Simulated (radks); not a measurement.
The numbers below are computed, except where a source is named.
Spin polarisation of the 2p3 shell in N. Start: [He] 2s2 2p(up 1.5, down 1.5); electrons of 2p are moved from spin down to spin up, other shells keep equal spins. Code: a radial shooting solver on a logarithmic mesh with Libxc functionals. Model: non-relativistic Kohn-Sham, PBE, spin-polarised, spherical densities, point nucleus.

[
 {"moment (Bohr magnetons)": "0", "E - E(0) (eV)": "0.000", "e(2p up) (eV)": "-7.095", "e(2p down) (eV)": "-7.095", "2s down minus up (eV)": "0.000", "1s down minus up (eV)": "0.000"},
 {"moment (Bohr magnetons)": "0.75", "E - E(0) (eV)": "-0.195", "e(2p up) (eV)": "-7.564", "e(2p down) (eV)": "-6.525", "2s down minus up (eV)": "1.126", "1s down minus up (eV)": "0.392"},
 {"moment (Bohr magnetons)": "1.5", "E - E(0) (eV)": "-0.780", "e(2p up) (eV)": "-7.931", "e(2p down) (eV)": "-5.849", "2s down minus up (eV)": "2.262", "1s down minus up (eV)": "0.780"},
 {"moment (Bohr magnetons)": "2.25", "E - E(0) (eV)": "-1.756", "e(2p up) (eV)": "-8.184", "e(2p down) (eV)": "-5.060", "2s down minus up (eV)": "3.412", "1s down minus up (eV)": "1.159"},
 {"moment (Bohr magnetons)": "3", "E - E(0) (eV)": "-3.123", "e(2p up) (eV)": "-8.304", "e(2p down) (eV)": "-4.135", "2s down minus up (eV)": "4.571", "1s down minus up (eV)": "1.521"}
]

At moment 3 the spin-polarisation energy is -3.123 eV and the 2p exchange splitting 4.170 eV, that is 1.390 eV per Bohr magneton; E = -I m^2/4 would give I = 1.388 eV.
